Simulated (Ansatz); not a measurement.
Two isomers of C2H6F2Ge: A = `[CH3][GeH2][CH](F)F`, B = `[CH3][Ge]([CH3])([F])[F]`.

Calculated with Ansatz (gas phase, PBE0-D4/def2-TZVP geometries, no zero-point term in ΔE). CBS: MP2 limit from def2 TZ/QZ plus the TZ coupled-cluster correction, frozen cores. Functionals use def2-TZVPP. B3LYP here is the variant with VWN-RPA as its local correlation; programs differ in this. For Ge outer-core shells are correlated without core-valence functions, which leaves a few kJ/mol of doubt a bond. Scalar relativity is left out up to krypton. One conformer a species, not always the lowest.

A:

```xyz
11

C    -0.8959    0.2423   -1.3847
Ge   -0.5244    0.3202    0.5259
C     1.2393   -0.5580    0.8611
F     1.6128   -0.4155    2.1637
F     2.2034    0.0340    0.0947
H    -0.9669   -0.7937   -1.7189
H    -0.0958    0.7358   -1.9373
H    -1.8381    0.7437   -1.6088
H    -1.5812   -0.4449    1.3416
H    -0.4111    1.7662    1.0312
H     1.2580   -1.6300    0.6317
```

B:

```xyz
11

C     1.195    0.829   -0.911
Ge   -0.148   -0.439   -0.363
C    -1.015   -0.297    1.351
F    -1.387   -0.453   -1.580
F     0.550   -2.025   -0.470
H     1.549    0.561   -1.907
H     2.035    0.811   -0.217
H     0.774    1.835   -0.940
H    -0.279   -0.369    2.153
H    -1.734   -1.110    1.453
H    -1.539    0.656    1.431
```

Question: Which isomer does CCSD(T)/CBS put lower? Give the gap. (Estimate.)

Answer: The calculation gave: B, by 335.1 kJ/mol.

Question: Give E(B) − E(A) in kJ/mol with B3LYP, HF/def2-TZVPP, B2PLYP, ωB97M-V, PBE-D4, r2SCAN-D4, MP2/def2-TZVPP. (An estimate is asked.)

Answer: Ansatz gave: B3LYP -319.6, HF/def2-TZVPP -336.2, B2PLYP -332.2, ωB97M-V -323.1, PBE-D4 -306.4, r2SCAN-D4 -324.8, MP2/def2-TZVPP -349.6. None reverses the order clearly.

Largest T1 diagnostic: 0.012.

From PBE to PBE0 (25 % exact exchange), in def2-TZVPP and without D4, E(B) − E(A) moves by −9.3 kJ/mol.
